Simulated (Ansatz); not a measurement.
System: C2H9P2Si, net charge 0, doublet state. It need not be the lowest isomer of its formula. 
Structure (B3LYP-D3(BJ)/def2-TZVP (Ansatz, a quantum-chemistry and plane-wave program) minimum search):
```xyz
14

C     -0.6822     1.5751    -1.2287
Si    -0.3721     0.1188    -0.1614
C     -1.9314    -0.8923     0.0898
P      1.2103    -1.2609    -1.0550
P      0.3743     0.8540     1.8572
H     -1.5658     1.6680    -1.8514
H      0.0443     2.3705    -1.3527
H     -2.3185    -1.2494    -0.8671
H     -2.7065    -0.2911     0.5688
H     -1.7360    -1.7622     0.7191
H      0.6901    -1.2359    -2.3768
H      2.1427    -0.2204    -1.2980
H      1.0169    -0.3664     2.1957
H      1.5552     1.4313     1.3209
```
Charge 0, spin multiplicity 2.

Parts of the frozen-core correlation energy in cc-pwCVTZ (Ansatz, hartree). Frozen orbitals: 17; correlated occupied orbitals by spin: 16 and 15; virtual: 356 and 357. Open shells are spin-unrestricted. Spin-orbit coupling is left out. Non-relativistic.

| term | value |
|---|---|
| reference (HF) | -1051.45299 |
| MP2 opposite-spin | ? |
| MP2 same-spin | -0.16050 |
| CCSD correlation | ? |
| (T) | ? |
| T1 diagnostic | 0.015 |
| largest doubles amplitude | 0.018 |
| <S^2> of the reference | 0.763 |

Problem. Some entries are withheld; supply them.

Solution. 
- MP2 opposite-spin, value: -0.60648
- CCSD correlation, value: -0.84578
- (T), value: -0.03668
